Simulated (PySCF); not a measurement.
This PySCF input asks for the NMR shieldings of SMILES C(C)[C@@H]1SB(C)S[C@H]1F, C₅H₁₀BFS₂; the geometry comes from GFN2-xTB.

```python
import basis_set_exchange as bse
import numpy as np
from pyscf import gto, dft
from pyscf.prop import nmr

atoms = """
C    -2.875265   -0.015958   -0.310452
C    -1.464217    0.558572   -0.371112
C    -0.584696    0.087251    0.785241
S     0.893960    1.185368    0.920677
B     2.008423    0.169769   -0.035861
C     3.433262    0.659461   -0.491253
S     1.344955   -1.442900   -0.480806
C    -0.121820   -1.348891    0.613181
F     0.196792   -1.895163    1.829086
H    -3.358456    0.256403    0.624859
H    -2.868599   -1.099955   -0.390406
H    -3.468896    0.379629   -1.130269
H    -0.985989    0.283638   -1.315232
H    -1.520315    1.648128   -0.330923
H    -1.114454    0.177279    1.737236
H     4.078597   -0.158707   -0.802604
H     3.351936    1.342853   -1.337000
H     3.942970    1.210901    0.296755
H    -0.897991   -1.988426    0.181420
"""
names = dict.fromkeys(["C", "S", "B", "F", "H"], "pcSseg-1")
basis = {el: gto.basis.parse(bse.get_basis(n, elements=[el], fmt="nwchem")) for el, n in names.items()}
mol = gto.M(atom=atoms, basis=basis, charge=0, verbose=0)
mf = dft.RKS(mol, xc="PBE0")
mf.grids.level = 2
mf.grids.alignment = dft.numint.BLKSIZE   # the property module wants whole blocks of grid points
mf.conv_tol = 1e-9
mf.kernel()

calc = nmr.RKS(mf)   # GIAO
C = mf.mo_coeff
Co = C[:, mf.mo_occ > 0]
resp = mf.gen_response(singlet=True, hermi=2)
def vind(x):   # induced exchange potential for any number of trial vectors
    d = np.einsum("pi,xij,qj->xpq", C, 2 * x.reshape(-1, C.shape[1], Co.shape[1]), Co, optimize=True)
    return np.einsum("xpq,pi,qj->xij", resp(d - d.transpose(0, 2, 1)), C, Co, optimize=True).ravel()
mo1, _ = nmr.rhf.solve_mo1(calc, with_cphf=vind)
sigma = calc.kernel(mo1)
for i, s in enumerate(sigma):   # ppm
    w = np.linalg.eigvalsh((s + s.T) / 2)
    print("%2d %-2s iso %8.1f  s11 %8.1f  s22 %8.1f  s33 %8.1f" % (i, mol.atom_pure_symbol(i), w.mean(), *w))
```

Question: Give the expected output.

Answer: 
```
 0 C  iso    171.6  s11    158.2  s22    168.4  s33    188.2
 1 C  iso    156.1  s11    130.9  s22    161.8  s33    175.7
 2 C  iso    118.0  s11     89.3  s22    128.1  s33    136.5
 3 S  iso    369.7  s11    280.3  s22    330.5  s33    498.3
 4 B  iso     33.3  s11     -8.5  s22      9.7  s33     98.7
 5 C  iso    184.6  s11    164.7  s22    190.8  s33    198.3
 6 S  iso    369.8  s11    267.4  s22    347.5  s33    494.4
 7 C  iso     73.9  s11     37.4  s22     77.2  s33    106.9
 8 F  iso    336.9  s11    251.7  s22    338.9  s33    420.2
 9 H  iso     30.7  s11     26.3  s22     28.7  s33     37.2
10 H  iso     30.7  s11     25.4  s22     30.5  s33     36.3
11 H  iso     30.5  s11     25.6  s22     27.4  s33     38.5
12 H  iso     30.3  s11     25.3  s22     32.5  s33     32.9
13 H  iso     30.1  s11     23.2  s22     31.8  s33     35.3
14 H  iso     27.9  s11     24.3  s22     26.9  s33     32.6
15 H  iso     30.4  s11     25.2  s22     29.5  s33     36.7
16 H  iso     30.9  s11     26.4  s22     28.4  s33     37.9
17 H  iso     30.6  s11     25.6  s22     29.1  s33     37.2
18 H  iso     25.3  s11     22.4  s22     25.3  s33     28.2
```

These numbers come from an equivalent density-fitted implementation of the same equations, which agrees with the script to about 0.01 ppm for H and up to a few tenths of a ppm for heavy atoms, so last digits may differ.

Size and cost of the density-fitted run: 217 basis functions, 44 s wall time on 1 thread of an Arm Neoverse V2, shared host; peak memory 1 GiB.
